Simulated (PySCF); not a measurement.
Removing the step error of a finite difference

System: C$_{3}$H$_{10}$GeO$_{2}$, singlet, geometry from GFN2-xTB, atoms displaced at random by about 0.03 Å a coordinate. Level: PBE/STO-3G, gradient in PySCF. Sums are taken with unrounded values, so a last digit can differ.

Central differences of the energy along x of atom 8 gave a gradient component of -0.003363 Eh/bohr at step 0.05 and -0.003771 Eh/bohr at step 0.2 (atomic units).

**Question.** Extrapolate to zero step.

**Answer.** The leading error of a symmetric difference goes as h², so A(h) = A0 + c h². Then c = (-0.003771 - (-0.003363))/(0.2² - 0.05²) = -0.0109 (atomic units) and A0 = -0.003363 - c × 0.05² = -0.003335 Eh/bohr. The analytic value from the same program and level (with grid response) is -0.003335 Eh/bohr: the smaller step missed it by -0.000028, the extrapolation by 0.000000.
